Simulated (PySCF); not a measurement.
Compound: C₂H₈N₂Si₂.
SMILES with atom numbers: `[CH3:1][Si@@H:2]([C:3]#[N:4])[NH:5][SiH3:6]` (hydrogens: H7, H8, H9 on C1; H10 on Si2; H11 on N5; H12, H13, H14 on Si6)

The calculation used core-valence-separated Tamm–Dancoff BHandHLYP/aug-pcX-1 (pcseg-1 on H, def2-SVPD on Si) in PySCF, non-relativistic, gas phase, PBE0-D3(BJ)/def2-SVP geometry. The energies are unshifted.

Task: What does the C 1s absorption edge look like?

Result: 
```csv
E (eV),f,core hole on,main final orbital,polarisation
282.93,0.0498,C3,LUMO+2 (33 %),across the triple bond
282.99,0.0523,C3,spread,across the triple bond
285.22,0.0010,C1,LUMO+1 (57 %),–
285.65,0.0075,C1,LUMO (52 %),–
285.96,0.0263,C1,LUMO+2 (42 %),–
286.11,0.0314,C1,LUMO+5 (33 %),–
286.27,0.0260,C1,spread,–
286.62,0.0026,C3,LUMO (47 %),across the triple bond
286.87,0.0030,C1,LUMO+7 (41 %),–
287.00,0.0092,C3,spread,mixed
287.09,0.0001,C1,LUMO+3 (41 %),–
```

The first line with a tenth or more of the strongest one's intensity is at 282.93 eV (f = 0.050), with the hole on C3 (cyano carbon), polarised across the triple bond: a 1s→π* resonance. The strongest listed is at 282.99 eV (f = 0.052; C3).

Task: List the nitrogen K-edge absorption lines.

Result: 
```csv
E (eV),f,core hole on,main final orbital,polarisation
396.70,0.0621,N4,LUMO+2 (36 %),across the triple bond
396.82,0.0623,N4,LUMO+1 (33 %),across the triple bond
398.94,0.0036,N5,LUMO (78 %),–
400.00,0.0247,N5,spread,–
400.39,0.0033,N5,LUMO+1 (44 %),–
400.52,0.0313,N5,LUMO+6 (48 %),–
400.94,0.0114,N5,spread,–
401.11,0.0041,N5,LUMO+7 (60 %),–
401.21,0.0001,N4,spread,–
401.22,0.0080,N5,LUMO+8 (41 %),–
401.52,0.0010,N5,LUMO+3 (61 %),–
```

The first line with a tenth or more of the strongest one's intensity is at 396.70 eV (f = 0.062), with the hole on N4 (cyano nitrogen), polarised across the triple bond: a 1s→π* resonance. The strongest listed is at 396.82 eV (f = 0.062; N4).

Roots within 0.03 eV whose holes lie on the same, on equivalent or on shared atoms are summed into one line, and the highest roots are left out, as the search may have cut off their partners. Final orbitals are the ground state's empty Kohn–Sham orbitals. A dash: too weak, shared between unlike atoms, or no plane or axis to refer to.

Task: What length of transition dipole belongs to the line at 282.99 eV?

Result: From f = (2/3) ΔE |μ|² in atomic units, with ΔE = 10.400 Eh and f = 0.0523: |μ| = 0.087 au = 0.22 D.

The list ends where the root search ended, not at a threshold.

Shape of the structure used: `[CH3:1][Si@@H:2]([C:3]#[N:4])[NH:5][SiH3:6]`: C1–Si2–N5–Si6 144°.

One conformer stands for the species.
